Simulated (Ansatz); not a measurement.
`CN(C)B(F)F` → `[CH2]` (triplet) + `CNB(F)F`  (formal loss of a carbene)

Isolated molecules relaxed with PBE0-D4/def2-TZVP in Ansatz; ΔE leaves out vibrations. CCSD(T)/CBS adds triple-zeta CCSD(T) − MP2 to the extrapolated MP2 energy (def2 sets, frozen cores). This one scheme is used for every species. Triplets are unrestricted, without spin–orbit coupling. One conformer a species, not always the lowest.

| species | CCSD(T)/CBS(def2) energy (Eh) |
| --- | --- |
| `CN(C)B(F)F` | -358.96075 |
| `[CH2]` (triplet) | -39.09499 |
| `CNB(F)F` | -319.70892 |

(1) Work out ΔE.

(2) What do rigid-rotor, harmonic-oscillator terms from PBE0-D4/def2-TZVP frequencies (298.15 K, 1 bar) make of the CCSD(T)/CBS value? (Estimate.)

Largest T1 diagnostic among the species: 0.011.

Results:

(1) ΔE = (-39.09499) + (-319.70892) − (-358.96075) = 0.15684 Eh = +411.8 kJ/mol.

(2) The calculation gave: ΔZPE = -27.9 kJ/mol, ΔH = +390.4 kJ/mol, ΔS = 175 J/(mol·K), ΔG = +338.3 kJ/mol. Open shells count their whole term as degenerate.

The D4 term adds +11.6 kJ/mol with B3LYP and +6.3 kJ/mol with PBE0; it sums over pairs of atoms, weighted by their polarisabilities, and B3LYP, whose exchange is more repulsive, gets the larger term. Leaving LDA and LC-ωPBE aside and taking each functional with its dispersion term where it has one, the values, not all of them listed here, spread over 39.0 kJ/mol, from r2SCAN0-D4 to ωB97X-V. LDA lies +78.8 kJ/mol from PBE without D4.

B3LYP here is the variant with VWN-RPA as its local correlation; programs differ in this.
